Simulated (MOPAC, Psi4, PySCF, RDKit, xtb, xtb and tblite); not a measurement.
Two geometries of SMILES N#C[SiH2][SiH2][SeH] (CH5NSeSi2), singlet, relaxed at GFN2-xTB with one dihedral held; other torsions can differ between them too.

Structure A

```
10

N      4.1490     2.2611     2.0556
C      3.0174     2.1810     1.8938
Si     1.1857     1.9609     1.5964
Si     0.9576    -0.0268     0.4011
Se     1.7906    -1.8174     1.5766
H      0.5974     1.9868     2.9379
H      0.7781     3.1473     0.8417
H      1.6363    -0.0227    -0.8969
H     -0.4342    -0.4267     0.2013
H      3.0738    -1.2382     1.8493
```

Structure B

```
10

N     -3.0459     1.0612     1.4108
C     -2.3417     0.6109     0.6273
Si    -1.1637    -0.1095    -0.6266
Si     0.9396     0.0378     0.3527
Se     2.2580    -1.4839    -0.7743
H     -1.6549    -1.4681    -0.8734
H     -1.3418     0.7090    -1.8296
H      1.0232    -0.3432     1.7638
H      1.6143     1.3293     0.2011
H      3.4530    -1.2241    -0.0351
```

Which is lower in energy at the level DF-MP2 (frozen core)/cc-pVTZ // GFN2-xTB (Psi4), and by how much?

A is lower, by 9.49 kJ/mol (dihedral C2–Si3–Si4–Se5: 60° in A, 160° in B).

E(B) − E(A) in kJ/mol at the other levels, on the same two geometries: GFN2-xTB (xtb and tblite) -1.51; PBE0/def2-TZVP // GFN2-xTB (Psi4) 8.46; PBE0-D3(BJ)/def2-TZVP // GFN2-xTB (Psi4) 9.52; PBE/def2-TZVP // GFN2-xTB (Psi4) 8.97; PBE-D3(BJ)/def2-TZVP // GFN2-xTB (Psi4) 9.97; HF/cc-pVTZ // GFN2-xTB (Psi4) 7.19; UFF // GFN2-xTB (RDKit) 2.28; PM3, restricted, heats of formation // GFN2-xTB (MOPAC) 2.95; AM1, restricted, heats of formation // GFN2-xTB (MOPAC) 0.09; GFN1-xTB // GFN2-xTB (xtb) 5.85; restricted B3LYP/6-31G*, spherical d, density fitting // GFN2-xTB (PySCF) 8.28; restricted LDA (SVWN5)/6-31G*, spherical d, density fitting // GFN2-xTB (PySCF) 10.01.
